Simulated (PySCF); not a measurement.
# CuCl + H₂ → CuH + HCl

Level: PBE in the def2-SVP basis family, all electrons, no relativity, computed in PySCF with density fitting; open shells unrestricted.

```tsv
species	state and structure	E (Eh)	ZPE (kJ/mol)	H(298 K) − H(0) (kJ/mol)	S° (J/(mol K))
CuCl	singlet, C∞v, Cu–Cl 2.074 Å	-2099.91834	2.5	9.5	237.0
H₂	singlet, D∞h, H–H 0.769 Å	-1.16060	25.6	8.7	130.9
CuH	singlet, C∞v, Cu–H 1.464 Å	-1640.58216	11.2	8.7	196.2
HCl	singlet, C∞v, H–Cl 1.296 Å	-460.46126	17.4	8.7	186.9
```

Problem. What is the electronic reaction energy?

Solution. At PBE/def2-SVP, ΔE = 93.3 kJ/mol from the differences of the total energies times 2625.5, uphill. Hydrogen reduction of halides, step by step, is used to deposit silicon and metals.

Problem. Add zero-point, thermal and entropy terms for 298.15 K and 1 bar.

Solution. ΔZPE = 0.5 and Δ[H(298) − H(0)] = -0.8 kJ/mol give ΔH° = 93.0 kJ/mol. ΔS° = 15.2 J/(mol K), so ΔG° = 93.0 − 298.15 × (0.0152) = 88 kJ/mol and log₁₀K = -15.5.

Each species is the lowest minimum found with this bonding; other isomers or fragments can lie lower.
